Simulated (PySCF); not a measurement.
## Ionisation energy along the 36-electron series

Calculated with PySCF 2.14 and a two-component X2C-1e Hamiltonian (Gaussian nucleus, no Breit or QED terms), each ion in its own even-tempered basis scaled to its charge; GMP2 freezes [Ne] and drops the highest virtual spinors. Values in eV. NIST values: (m) measured, (s) semi-empirical, (t) theoretical.

| ion | configuration | GHF (screened spin-orbit) | GMP2 (screened spin-orbit) | NIST |
| --- | --- | --- | --- | --- |
| Pr²³⁺ | [Kr] | 800.65 | 801.88 | 803 ± 4 (t) |
| Nd²⁴⁺ | [Kr] | 856.29 | 857.54 | 859 ± 4 (t) |
| Pm²⁵⁺ | [Kr] | 913.68 | 914.94 | 916 ± 4 (t) |

Between Z = 59 and Z = 61 the GMP2 (screened spin-orbit) value grows as Z to the power 3.96.
